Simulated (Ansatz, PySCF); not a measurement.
ClLi, charge -1, doublet, at a GFN2-xTB geometry (such geometries of metal compounds can be far from the true shape) (a state made from the parent by changing its charge; the spin is typed, not shown lowest) (in this run its highest filled SCF level lies above zero, so its values depend strongly on the basis, on diffuse functions most of all). Base run: REVPBE/aug-cc-pVDZ (PySCF).

Input for PySCF:
```python
from pyscf import gto, scf, dft

mol = gto.Mole()
mol.atom = '''
    Li   -0.00000000   -0.00000000   -2.03637724
    Cl    0.00000000    0.00000000    0.35936069
'''
mol.basis = 'aug-cc-pvdz'
mol.charge = -1
mol.spin = 1
mol.verbose = 4
mol.build()

mf = dft.UKS(mol)
mf.xc = 'revpbe'
mf.kernel()
```

The same geometry, method and basis name were run in Ansatz (a first-principles code) and PySCF, at each program's defaults and at the settings that a row names. The base is PySCF at its defaults. Differences at the defaults can come from grids, fitting, cores and function types together.

```json
[
 {"code and settings": "PySCF, defaults (exact integrals, its default grid, spherical functions)", "ΔE vs base (µEh)": "0.0", "basis functions": "50", "E (Eh)": "-467.73780", "SCF cycles": "10"},
 {"code and settings": "Ansatz, defaults (factorised integrals, its default grid, spherical functions)", "ΔE vs base (µEh)": "26.8", "basis functions": "50", "E (Eh)": "-467.73777", "SCF cycles": "-"},
 {"code and settings": "PySCF, density fitting with def2-universal-jkfit", "ΔE vs base (µEh)": "-541", "basis functions": "50", "E (Eh)": "-467.73834", "SCF cycles": "10"},
 {"code and settings": "PySCF, fine grid", "ΔE vs base (µEh)": "-0.5", "basis functions": "50", "E (Eh)": "-467.73780", "SCF cycles": "10"},
 {"code and settings": "Ansatz, high accuracy", "ΔE vs base (µEh)": "26.7", "basis functions": "50", "E (Eh)": "-467.73777", "SCF cycles": "-"}
]
```

Open shells are given as the SCF converged; they aren't shown to be the lowest states, and a large step between rows can be another state.
